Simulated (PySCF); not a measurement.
C4H6BF. Atoms are numbered in the order given.

```xyz
12

C     -1.2362     2.1293     0.0000
C     -0.3783     1.2656     0.0000
B      0.6480     0.1231     0.0000
F      1.9383     0.4526     0.0000
C      0.2637    -1.3939     0.0000
C     -1.2189    -1.7391     0.0000
H     -1.9851     2.9015     0.0000
H      0.7799    -1.8438     0.8702
H      0.7799    -1.8438    -0.8702
H     -1.7270    -1.3235    -0.8835
H     -1.3877    -2.8266     0.0000
H     -1.7270    -1.3235     0.8835
```

Geometry optimised at PBE0-D3(BJ)/def2-SVP. This is a generated structure with no PubChem entry under its InChIKey; it may be hypothetical. Other conformers were not sampled.

Level of theory: PBE/def2-TZVP (PySCF).

Gas-phase values at a fixed geometry.

```
Quantity                                                                                                        Value
---------------------------------------------------------------------------------------------  ----------------------
total energy                                                                                       -280.49187 hartree
point group                                                                                                        Cs
highest occupied level                                                                                       -7.09 eV
lowest empty level                                                                                           -2.43 eV
orbital gap                                                                                                   4.66 eV
dipole moment                                                                                                  1.43 D
quadrupole, principal values (traceless, Buckingham form, about the centre of nuclear charge)  -7.54, -0.76, 8.30 D·Å
mean static polarisability                                                                       60.4 bohr³ (8.95 Å³)
polarisability, principal values                                                               44.3, 56.2, 80.7 bohr³
```
